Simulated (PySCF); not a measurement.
F6S, SMILES FS(F)(F)(F)(F)F. Atoms are numbered in the order given.

```xyz
7

F      0.0000    -1.6090     0.0000
S      0.0000     0.0000     0.0000
F      1.6090     0.0000     0.0000
F      0.0000     0.0000     1.6090
F     -1.6090     0.0000     0.0000
F      0.0000     0.0000    -1.6090
F      0.0000     1.6090     0.0000
```
Charge 0, spin multiplicity 1.

Geometry: PBE-D3(BJ)/def2-SVP.

Two levels are set side by side: PBE/pcSseg-1 (PySCF) and B3LYP/pcSseg-1 (PySCF). GIAO shifts against CFCl3 (¹⁹F), H2S (³³S) at the same level; non-relativistic, no solvent, atoms listed together averaged. Differences are taken from unrounded values.

```csv
quantity,B3LYP
"δ(¹⁹F) of F1, F3, F4, F5, F6, F7 (ppm)",123.9
δ(³³S) of S2 (ppm),458.5
```

Question: What does PBE give, and how far is it from B3LYP? (The exact figures need the calculation; the answer reports its results.)

Answer: 
```tsv
quantity	PBE	PBE minus B3LYP
δ(¹⁹F) of F1, F3, F4, F5, F6, F7 (ppm)	115.2	-8.8
δ(³³S) of S2 (ppm)	483.3	24.8
```

Rough cost on one machine, each run with all the roots and properties that it gave: B3LYP against PBE within a factor of 2.
